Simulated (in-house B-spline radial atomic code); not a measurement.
The numbers below are computed, except where a source is named.
Ghost states of the separable form: Ca

Ca, [Ar] 4s2, non-relativistic PBE, spherical and spin-unpolarised, from an all-electron radial atomic-structure program (B-spline basis) (atomic units; all potentials screened as in the neutral atom).

Troullier-Martins channels: 4s (ε = -0.1379, r_c = 3.1 bohr), 3p (ε = -1.0311, r_c = 1.219 bohr). In the Kleinman-Bylander form one channel serves as the local potential, and each other channel l becomes |δV u><u δV|/<u|δV|u>, with δV = V_l − V_local and u the pseudo-orbital. Its strength is E_KB = <u|δV²|u>/<u|δV|u>. By the analysis of Gonze, Stumpf and Scheffler a spurious state lies below the reference level ε if E_KB > 0 and ε is above the second level of the local potential alone, or if E_KB < 0 and ε is above its first. The table's levels are those of angular momentum l in a sphere of 9 bohr, whose wall can lift a shallow ε a little above its free-atom value.

```tsv
local	channel	<u δV u>	<u δV² u>	ε	first local level	second local level
s	p	-3.2235	13.45	-1.0312	-0.0504	0.2040
p	s	0.10829	0.21342	-0.1348	-2.6162	-0.2470
```

Apply the rule to each row.

Local s, channel p: E_KB = -4.17, so ε = -1.0312 is set against -0.0504: no ghost. Local p, channel s: E_KB = +1.97, so ε = -0.1348 is set against -0.2470: a ghost.

Diagonalising the separable Hamiltonian gives:

```tsv
local	channel	three lowest levels	all-electron, two lowest valence levels
s	p	-1.0311, -0.0189, 0.2594	-1.0312, -0.0384
p	s	-1.2652, -0.1348, 0.1316	-0.1348, 0.1324
```

Which choices of local channel are safe?

Free of ghosts: s. With p local the s channel has a ghost 1.13 hartree below ε, since the local potential binds more than one state below ε, and a repulsive term of rank one raises each level at most to the next, so it clears only one of them. Among the safe choices the second level, which tests transfer, is off by at most 19.5 millihartree (s local).
